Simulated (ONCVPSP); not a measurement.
## Reading a pseudo-wave (cadmium)

Columns: radius, all-electron u(r) and pseudo u(r) of the 4d shell (level -11.73 eV) of cadmium in the configuration [Ar] 3d10 4s2 4p6 4d10 5s2; PBEsol, scalar-relativistic, ONCV scheme, ONCVPSP 4.0.1.

| r (bohr) | all-electron | pseudo |
| --- | --- | --- |
| 0.068 | -0.1213 | 0.0020 |
| 0.135 | -0.3631 | 0.0150 |
| 0.202 | -0.4792 | 0.0477 |
| 0.270 | -0.4264 | 0.1061 |
| 0.338 | -0.2561 | 0.1902 |
| 0.405 | -0.0362 | 0.2941 |
| 0.473 | 0.1938 | 0.4131 |
| 0.540 | 0.4003 | 0.5340 |
| 0.608 | 0.5764 | 0.6506 |
| 0.675 | 0.7127 | 0.7514 |
| 0.742 | 0.8131 | 0.8326 |
| 0.810 | 0.8818 | 0.8922 |
| 0.878 | 0.9225 | 0.9290 |
| 0.945 | 0.9405 | 0.9452 |
| 1.013 | 0.9412 | 0.9446 |
| 1.080 | 0.9288 | 0.9310 |
| 1.148 | 0.9065 | 0.9077 |
| 1.215 | 0.8777 | 0.8781 |
| 1.283 | 0.8439 | 0.8439 |
| 1.350 | 0.8077 | 0.8077 |
| 1.418 | 0.7693 | 0.7693 |
| 1.485 | 0.7309 | 0.7309 |
| 1.553 | 0.6921 | 0.6921 |
| 1.620 | 0.6545 | 0.6545 |
| 1.688 | 0.6173 | 0.6173 |
| 1.755 | 0.5820 | 0.5820 |

(1) How many radial nodes do the two functions have?

(2) At about which radius was the pseudo-wave matched?

(3) Is the pseudo-wave norm-conserving?

Answers

(1) The all-electron 4d function has n − l − 1 = 1; the pseudo-wave has 0, since the states of the same l below it are removed with the core.

(2) 1.35 bohr. The columns agree to 0.0005 from 1.22 bohr on; several derivatives are matched, so the curves merge somewhat inside the radius.

(3) Yes: the ONCV scheme keeps the norm inside the radius equal to the all-electron one, which fixes the energy derivative of the logarithmic derivative at the level.
